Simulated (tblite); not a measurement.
Input of a run (GFN2-xTB geometry optimisation, gas phase (tblite 0.8.0)), started from a force field or distance geometry:
```
{"job": {"kind": "relax", "xc": "GFN2-xTB", "basis": "xTB"}, "charge": 0, "multiplicity": 2}
C      2.317100    -1.387800    -0.590600
C      1.753600    -0.302000     0.319700
C      0.416100     0.132000    -0.111200
C     -0.440500     1.004100     0.682400
C     -1.134900     2.156400     0.075900
C     -0.830500    -0.438200     0.395000
C     -1.924500    -0.806400    -0.537200
F     -3.097400    -0.701600     0.143300
H      3.314500    -1.688200    -0.262400
H      2.378900    -1.027800    -1.617700
H      1.667300    -2.277000    -0.584900
H      2.432300     0.551500     0.321800
H      1.724500    -0.683000     1.368100
H     -0.093500     1.225400     1.691400
H     -1.321100     2.031900    -1.000300
H     -2.098600     2.329700     0.574200
H     -0.528200     3.066600     0.191900
H     -0.741500    -1.159000     1.206800
H     -1.818600    -1.845000    -0.854800
H     -1.979900    -0.171000    -1.414500
```

Output (eV, eV/Å):
```
step      E/eV     max force
  0    -700.09477    1.506
  1    -700.15049    0.542
  2    -700.17722    0.295
  3    -700.19035    0.269
  4    -700.20218    0.241
  5    -700.21255    0.263
  6    -700.22175    0.247
  7    -700.22845    0.206
  8    -700.23308    0.158
  9    -700.23678    0.176
 10    -700.24053    0.178
 11    -700.24420    0.169
 12    -700.24755    0.172
 13    -700.25065    0.160
 14    -700.25349    0.124
 15    -700.25578    0.116
 16    -700.25737    0.101
 17    -700.25848    0.068
 18    -700.25936    0.066
 19    -700.26015    0.067
 20    -700.26093    0.085
 21    -700.26188    0.092
 22    -700.26314    0.080
 23    -700.26460    0.093
 24    -700.26591    0.093
 25    -700.26686    0.076
 26    -700.26754    0.064
 27    -700.26808    0.049
 28    -700.26850    0.049
 29    -700.26882    0.053
 30    -700.26916    0.051
 31    -700.26959    0.050
 32    -700.27008    0.054
 33    -700.27055    0.051
 34    -700.27102    0.049
 35    -700.27158    0.061
 36    -700.27238    0.071
 37    -700.27337    0.083
 38    -700.27426    0.068
 39    -700.27492    0.063
 40    -700.27555    0.063
 41    -700.27624    0.071
 42    -700.27684    0.071
 43    -700.27725    0.042
 44    -700.27752    0.045
 45    -700.27773    0.041
 46    -700.27790    0.036
 47    -700.27804    0.029
 48    -700.27815    0.024
 49    -700.27824    0.019
 50    -700.27832    0.025
 51    -700.27839    0.022
 52    -700.27847    0.022
 53    -700.27855    0.024
 54    -700.27864    0.026
 55    -700.27877    0.028
 56    -700.27891    0.026
 57    -700.27904    0.027
 58    -700.27916    0.031
 59    -700.27926    0.025
 60    -700.27935    0.019
 61    -700.27943    0.019
 62    -700.27950    0.018
 63    -700.27957    0.021
 64    -700.27963    0.024
 65    -700.27969    0.020
 66    -700.27974    0.016
 67    -700.27978    0.017
 68    -700.27982    0.017
 69    -700.27988    0.024
 70    -700.27994    0.026
 71    -700.28000    0.025
 72    -700.28005    0.023
 73    -700.28010    0.023
 74    -700.28017    0.034
 75    -700.28025    0.033
 76    -700.28033    0.031
 77    -700.28042    0.034
 78    -700.28052    0.026
 79    -700.28063    0.030
 80    -700.28076    0.025
 81    -700.28090    0.029
 82    -700.28104    0.032
 83    -700.28121    0.038
 84    -700.28135    0.035
 85    -700.28146    0.024
 86    -700.28154    0.021
 87    -700.28162    0.018
 88    -700.28169    0.020
 89    -700.28175    0.020
 90    -700.28180    0.020
 91    -700.28186    0.018
 92    -700.28195    0.025
 93    -700.28205    0.024
 94    -700.28214    0.026
 95    -700.28225    0.028
 96    -700.28239    0.033
 97    -700.28260    0.049
 98    -700.28284    0.048
 99    -700.28304    0.032
100    -700.28317    0.030
101    -700.28330    0.031
102    -700.28341    0.025
103    -700.28353    0.019
104    -700.28357    0.020
105    -700.28362    0.017
106    -700.28366    0.012
107    -700.28369    0.011
108    -700.28371    0.011
109    -700.28374    0.010
110    -700.28377    0.012
111    -700.28380    0.011
112    -700.28384    0.016
113    -700.28387    0.014
114    -700.28392    0.019
115    -700.28401    0.018
116    -700.28413    0.026
117    -700.28425    0.030
118    -700.28441    0.027
119    -700.28458    0.030
120    -700.28477    0.025
121    -700.28495    0.026
122    -700.28505    0.018
123    -700.28509    0.015
124    -700.28513    0.014
125    -700.28517    0.013
126    -700.28520    0.012
127    -700.28522    0.009
```

Q: Summarise the run.

A: The energy falls by 18.4 kJ/mol over 127 L-BFGS steps, the largest force on an atom goes from 1.51 to 0.009 eV/Å, and the atoms move by 0.278 Å rms after alignment. The bond that changes most is C4–C5 (ends: carbon bonded to 3 C and H; carbon bonded to C and 3 H), which lengthens by 0.038 Å. Bonds longer at the end by more than 0.005 Å: 7 of 20; shorter: 5. Among the angles that change most is C2–C3–C4, from 123.5° to 135.3°. Among the dihedrals that turn most is C1–C2–C3–C6, from 93° to 61°. The energy never rose by more than 1e-5 eV on the way. The first step brought 29 % of the lowering.

Q: What are the final bond lengths?

A: C1–C2 1.527 Å, C2–C3 1.472 Å, C3–C4 1.464 Å, C4–C5 1.514 Å, C4–C6 1.531 Å, C6–C7 1.508 Å, C7–F8 1.380 Å, C3–C6 1.471 Å, C1–H9 1.087 Å, C1–H10 1.087 Å, C1–H11 1.087 Å, C2–H12 1.095 Å, C2–H13 1.102 Å, C4–H14 1.091 Å, C5–H15 1.087 Å, C5–H16 1.089 Å, C5–H17 1.088 Å, C6–H18 1.090 Å, C7–H19 1.096 Å, C7–H20 1.093 Å. Numbering counts from 1 in the input's order; the species is `[C]1(CC)[C@H]([C@H]1CF)C` [radical].

Time: 0.62 s of wall time. Hardware: one thread, Arm Neoverse V2 (aarch64), on a shared host.

Its GFN2-xTB frequencies are all real (lowest 43 cm⁻¹). 3 starts were optimised and ended at 0.00, 0.00 and 0.31 kcal/mol (GFN2-xTB); the lowest of these is shown.

One conformer stands for the species.

All values are computed, not measured.
